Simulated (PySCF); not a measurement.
# Ionisation energy of Al²⁺ by level of theory

Al²⁺ [Ne] 3s1 (2S) → Al³⁺ [Ne] (1S), as a difference of total energies. All numbers are calculated (PySCF 2.14, the non-relativistic Hamiltonian (point nucleus), in aug-cc-pwCVTZ). Correlated levels: nothing frozen. The calculations carry no spin-orbit coupling.

```json
{"method": "UHF", "ionisation energy (eV)": "28.040", "error (eV)": "-0.408"}
{"method": "MP2 (all electrons)", "ionisation energy (eV)": "28.344", "error (eV)": "-0.104"}
{"method": "SCS-MP2 (all electrons)", "ionisation energy (eV)": "28.282", "error (eV)": "-0.166"}
{"method": "CCSD (all electrons)", "ionisation energy (eV)": "28.353", "error (eV)": "-0.095"}
{"method": "CCSD(T) (all electrons)", "ionisation energy (eV)": "28.362", "error (eV)": "-0.086"}
```

Reference: 28.448 eV (measured; NIST Atomic Spectra Database, ionization energies).

Errors of the correlated levels include the incompleteness of this basis.
